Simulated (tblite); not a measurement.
A geometry optimisation, step by step.

Compound: C₁₁H₉FO₂S.
Bonds: C1–S2, S2–O3 (double), S2–O4 (double), S2–C5, C5–C6 (aromatic), C6–C7 (aromatic), C7–C8 (aromatic), C8–F9, C8–C10 (aromatic), C10–C11 (aromatic), C11–C12 (aromatic), C12–C13 (aromatic), C13–C14 (aromatic), C14–C15 (aromatic), C5–C15 (aromatic), C10–C15 (aromatic). Hydrogens: H16, H17, H18 on C1; H19 on C6; H20 on C7; H21 on C11; H22 on C12; H23 on C13; H24 on C14.

Computed with GFN2-xTB (tblite), gas phase: L-BFGS steps from a force-field or distance-geometry start until the largest atomic force falls under 0.01 eV/Å. 3 of its 65 geometries are shown.

Step 0: E = -1203.2208 eV, largest atomic force 1.820 eV/Å
```
atom  x, y, z in Å  |  force x, y, z in eV/Å
C1      2.955    0.659   -0.692   -0.145   1.156  -0.633
S2      2.424   -0.522    0.511    0.123  -0.804   1.308
O3      2.462    0.088    1.835    0.171  -0.459  -0.935
O4      3.192   -1.730    0.266   -0.378   0.596   0.361
C5      0.723   -0.868    0.101   -0.909  -0.835  -0.645
C6      0.450   -2.134   -0.455    0.792   1.461   0.742
C7     -0.837   -2.460   -0.843   -0.892   0.175  -0.028
C8     -1.848   -1.527   -0.677    0.595  -1.207  -0.355
F9     -3.086   -1.881   -1.074   -0.020   0.178   0.061
C10    -1.626   -0.263   -0.125   -0.440   0.439   0.011
C11    -2.691    0.642    0.010   -0.324   1.150   0.457
C12    -2.499    1.903    0.567   -0.455  -0.664  -0.356
C13    -1.235    2.279    1.001    1.345  -0.688  -0.059
C14    -0.153    1.390    0.853   -0.847   0.885   0.210
C15    -0.315    0.107    0.287    0.605  -0.426  -0.006
H16     2.365    1.581   -0.574    0.279  -0.411  -0.106
H17     2.814    0.236   -1.683    0.012   0.016   0.133
H18     4.003    0.870   -0.521    0.049  -0.016   0.015
H19     1.243   -2.869   -0.574   -0.085   0.457   0.138
H20    -1.056   -3.436   -1.256   -0.046   0.156   0.019
H21    -3.694    0.368   -0.305    0.271  -0.103   0.000
H22    -3.334    2.592    0.673    0.189  -0.243  -0.061
H23    -1.065    3.263    1.452   -0.076  -0.535  -0.232
H24     0.796    1.729    1.231    0.186  -0.278  -0.038
```

Step 32: E = -1203.4581 eV, largest atomic force 0.024 eV/Å
```
atom  x, y, z in Å  |  force x, y, z in eV/Å
C1      2.936    0.690   -0.722    0.005  -0.001  -0.011
S2      2.392   -0.497    0.545   -0.020  -0.008  -0.001
O3      2.450    0.153    1.826    0.022   0.000   0.009
O4      3.160   -1.699    0.371   -0.001  -0.005   0.005
C5      0.686   -0.865    0.101    0.002  -0.002  -0.001
C6      0.447   -2.095   -0.443   -0.004  -0.011  -0.008
C7     -0.845   -2.457   -0.847    0.014   0.003   0.003
C8     -1.856   -1.549   -0.695   -0.003   0.005   0.002
F9     -3.100   -1.881   -1.090   -0.005  -0.008  -0.010
C10    -1.659   -0.266   -0.139    0.012   0.006   0.003
C11    -2.709    0.662    0.013   -0.005   0.001  -0.003
C12    -2.470    1.890    0.564    0.011   0.004   0.008
C13    -1.180    2.229    0.999   -0.010   0.009   0.003
C14    -0.140    1.349    0.866    0.000   0.006   0.003
C15    -0.344    0.082    0.283    0.010   0.008   0.005
H16     2.353    1.597   -0.638   -0.011  -0.008  -0.004
H17     2.806    0.225   -1.690   -0.011  -0.015  -0.004
H18     3.984    0.890   -0.538    0.004   0.010   0.000
H19     1.272   -2.782   -0.547   -0.006   0.008   0.003
H20    -1.047   -3.428   -1.270    0.012   0.013   0.002
H21    -3.699    0.380   -0.310   -0.014   0.002  -0.008
H22    -3.275    2.601    0.678    0.013  -0.014  -0.003
H23    -1.012    3.196    1.449   -0.001  -0.004   0.002
H24     0.841    1.593    1.241   -0.016   0.002   0.002
```

Step 64: E = -1203.4621 eV, largest atomic force 0.009 eV/Å
```
atom  x, y, z in Å  |  force x, y, z in eV/Å
C1      2.896    0.644   -0.769    0.003   0.003  -0.001
S2      2.399   -0.490    0.565    0.006   0.002  -0.001
O3      2.490    0.212    1.817   -0.003   0.004  -0.001
O4      3.164   -1.697    0.422    0.000  -0.002  -0.001
C5      0.689   -0.864    0.147    0.003   0.000  -0.001
C6      0.460   -2.085   -0.421    0.000   0.002  -0.004
C7     -0.823   -2.438   -0.859   -0.002   0.001   0.001
C8     -1.834   -1.530   -0.719   -0.001   0.000   0.005
F9     -3.068   -1.851   -1.154    0.003  -0.001  -0.002
C10    -1.647   -0.255   -0.138   -0.004   0.001   0.000
C11    -2.697    0.674   -0.001   -0.003   0.002   0.001
C12    -2.467    1.895    0.571    0.000   0.001   0.003
C13    -1.188    2.225    1.040    0.004  -0.001   0.001
C14    -0.147    1.344    0.921    0.002  -0.002  -0.005
C15    -0.342    0.084    0.320    0.000  -0.002  -0.007
H16     2.255    1.516   -0.747   -0.007  -0.005   0.003
H17     2.800    0.108   -1.704    0.005   0.001   0.001
H18     3.927    0.924   -0.595    0.004  -0.003  -0.001
H19     1.287   -2.771   -0.520   -0.002   0.001   0.004
H20    -1.014   -3.401   -1.305   -0.002   0.000   0.002
H21    -3.681    0.401   -0.353   -0.001  -0.001  -0.003
H22    -3.272    2.607    0.673   -0.003  -0.001   0.000
H23    -1.027    3.186    1.504   -0.004   0.002   0.004
H24     0.827    1.583    1.316    0.001  -0.001   0.002
```

**Question.** Summarise the path.

**Answer.** The energy falls by 23.28 kJ/mol from step 0 to step 64; nine tenths of that is first reached at step 7. It falls at every step. The largest force goes from 1.820 to 0.009 eV/Å. Among the bonds C1–S2 changes most, from 1.768 to 1.820 Å; the atoms move by 0.099 Å rms after alignment.

**Question.** Follow the three bonds and two angles with the largest change from start to end.

**Answer.** 
| step | E above end (kJ/mol) | largest force (eV/Å) | C1–S2 (Å) | C5–C6 (Å) | C13–C14 (Å) | C13–C14–H24 (°) | C15–C14–H24 (°) |
| --- | --- | --- | --- | --- | --- | --- | --- |
| 0 | 23.28 | 1.820 | 1.768 | 1.410 | 1.408 | 116.2 | 121.9 |
| 3 | 6.03 | 0.320 | 1.814 | 1.374 | 1.377 | 117.6 | 120.6 |
| 6 | 2.55 | 0.190 | 1.818 | 1.366 | 1.369 | 119.1 | 120.5 |
| 8 | 1.59 | 0.196 | 1.817 | 1.366 | 1.370 | 120.1 | 119.5 |
| 11 | 1.20 | 0.085 | 1.821 | 1.367 | 1.371 | 120.7 | 118.9 |
| 14 | 0.89 | 0.062 | 1.820 | 1.366 | 1.369 | 120.8 | 118.6 |
| 17 | 0.71 | 0.057 | 1.819 | 1.366 | 1.369 | 121.0 | 118.3 |
| 19 | 0.64 | 0.042 | 1.820 | 1.366 | 1.369 | 121.0 | 118.4 |
| 22 | 0.55 | 0.039 | 1.820 | 1.366 | 1.369 | 120.7 | 118.8 |
| 25 | 0.49 | 0.033 | 1.819 | 1.365 | 1.369 | 120.6 | 118.8 |
| 28 | 0.43 | 0.030 | 1.821 | 1.366 | 1.369 | 120.7 | 118.6 |
| 31 | 0.39 | 0.022 | 1.820 | 1.366 | 1.369 | 120.8 | 118.6 |
| 33 | 0.37 | 0.026 | 1.819 | 1.366 | 1.369 | 120.8 | 118.7 |
| 36 | 0.34 | 0.031 | 1.820 | 1.366 | 1.369 | 120.8 | 118.7 |
| 39 | 0.29 | 0.042 | 1.822 | 1.366 | 1.369 | 120.7 | 118.7 |
| 42 | 0.19 | 0.052 | 1.819 | 1.366 | 1.369 | 120.6 | 118.9 |
| 45 | 0.11 | 0.029 | 1.820 | 1.366 | 1.369 | 120.7 | 118.8 |
| 47 | 0.09 | 0.026 | 1.820 | 1.366 | 1.369 | 120.8 | 118.7 |
| 50 | 0.06 | 0.019 | 1.819 | 1.366 | 1.369 | 120.8 | 118.6 |
| 53 | 0.04 | 0.021 | 1.818 | 1.366 | 1.369 | 120.9 | 118.6 |
| 56 | 0.03 | 0.013 | 1.818 | 1.366 | 1.369 | 120.9 | 118.7 |
| 58 | 0.02 | 0.016 | 1.819 | 1.366 | 1.369 | 120.8 | 118.7 |
| 61 | 0.01 | 0.012 | 1.819 | 1.366 | 1.369 | 120.8 | 118.7 |
| 64 | 0.00 | 0.009 | 1.820 | 1.366 | 1.369 | 120.8 | 118.7 |

The cost below is that of the whole relaxation. Hardware: an Intel Xeon Platinum 8375C at 2.90 GHz with one thread, shared host. Cost: 1.3 s wall.
